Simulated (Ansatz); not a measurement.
Cost and result for the atomization energy of C$_{2}$H$_{7}$InN (`C[CH2][In][NH2]`) radical (11 atoms, 10 bonds).

```xyz
11

C    -0.183   -0.435    1.249
C    -1.302    0.104    0.380
In   -0.505    0.802   -1.581
N     1.457    0.267   -1.836
H     0.564    0.329    1.478
H    -0.566   -0.802    2.210
H     0.340   -1.269    0.773
H    -1.817    0.954    0.831
H    -2.052   -0.654    0.144
H     2.007    0.617   -2.605
H     2.058    0.087   -1.043
```

The species carries charge 0 and has multiplicity 2. Correlated methods include outer-core shells of In, which these sets cover unevenly. In: def2 effective core potential. The structure was optimised at the PBE0-D4/def2-TZVP level. It is one conformer, not always the lowest. Program: Ansatz. Hardware: A = 2 threads of an AMD EPYC 7R13 on a shared host; B = 2 threads of an AMD EPYC 7R13 on a shared host and a share of an NVIDIA H100 80 GB. Times are those of one run each, without the atoms' runs, and a repeat can differ threefold. Electronic energies, without spin–orbit coupling; frozen cores. CCSD(T)/CBS adds CCSD(T) − MP2 in def2-TZVPP to the MP2 limit, and its time is that of the two runs behind it. T1 = 0.017; ⟨S²⟩ of the reference is 0.77. With those shells the extrapolation isn't a true limit. B3LYP takes the VWN-RPA correlation (the form of Gaussian; ORCA's B3LYP/G).

CCSD(T)/CBS is a level of theory with its own doubt, some kJ/mol a heavy atom from the limit and from the frozen cores, so smaller differences don't rank the functionals.

```json
{"level": "MP2/def2-QZVPP [B]", "functions": "463", "wall time": "3.6 s"}
{"level": "PBE-D4/def2-TZVPP (with forces) [A]", "functions": "241", "wall time": "7 s"}
{"level": "PBE0-D4/def2-TZVPP [A]", "functions": "241", "wall time": "8.5 s"}
{"level": "CCSD(T)/def2-TZVPP [B]", "functions": "241", "wall time": "8.5 s"}
{"level": "B3LYP-D4/def2-TZVPP (with forces) [A]", "functions": "241", "wall time": "10 s"}
{"level": "r2SCAN-D4/def2-TZVPP (with forces) [A]", "functions": "241", "wall time": "11 s"}
{"level": "CCSD(T)/CBS(def2)", "functions": "–", "wall time": "12 s"}
{"level": "B2PLYP/def2-TZVPP [A]", "functions": "241", "wall time": "15 s"}
{"level": "ωB97X-V/def2-TZVPP [A]", "functions": "241", "wall time": "20 s"}
{"level": "ωB97M-V/def2-TZVPP (with forces) [A]", "functions": "241", "wall time": "24 s"}
```

Problem. What atomization energy does each give, and how far from CCSD(T)/CBS? (Estimate.)

Solution. The calculation gave: 
| level | atomization (kcal/mol) | difference from CCSD(T)/CBS | per bond |
| --- | --- | --- | --- |
| MP2/def2-QZVPP [B] | 878.8 | -4.4 | -0.4 |
| PBE-D4/def2-TZVPP (with forces) [A] | 898.4 | 15.2 | 1.5 |
| PBE0-D4/def2-TZVPP [A] | 883.5 | 0.3 | 0.0 |
| CCSD(T)/def2-TZVPP [B] | 860.1 | -23.1 | -2.3 |
| B3LYP-D4/def2-TZVPP (with forces) [A] | 883.2 | 0.0 | 0.0 |
| r2SCAN-D4/def2-TZVPP (with forces) [A] | 882.8 | -0.4 | 0.0 |
| CCSD(T)/CBS(def2) | 883.2 | 0.0 | 0.0 |
| B2PLYP/def2-TZVPP [A] | 871.9 | -11.3 | -1.1 |
| ωB97X-V/def2-TZVPP [A] | 883.2 | 0.0 | 0.0 |
| ωB97M-V/def2-TZVPP (with forces) [A] | 883.4 | 0.2 | 0.0 |

From PBE to PBE0 (25 % exact exchange), in def2-TZVPP and without D4, the atomization energy moves by −14.2 kcal/mol: exact exchange takes away binding that semilocal exchange gives to molecules. The D4 term adds +7.9 kcal/mol with B3LYP and +4.1 kcal/mol with PBE0; it sums over pairs of atoms, weighted by their polarisabilities, and B3LYP, whose exchange is more repulsive, gets the larger term. In def2-TZVPP, CCSD(T) changes the Hartree–Fock value by +228.9 kcal/mol (the triples alone add +12.6 kcal/mol) and MP2 by +233.8 kcal/mol; breaking electron pairs costs correlation energy, which Hartree–Fock lacks.

Spin–orbit coupling would lower the free In atoms strongly, and the atomization energy with them, by more than many differences here.
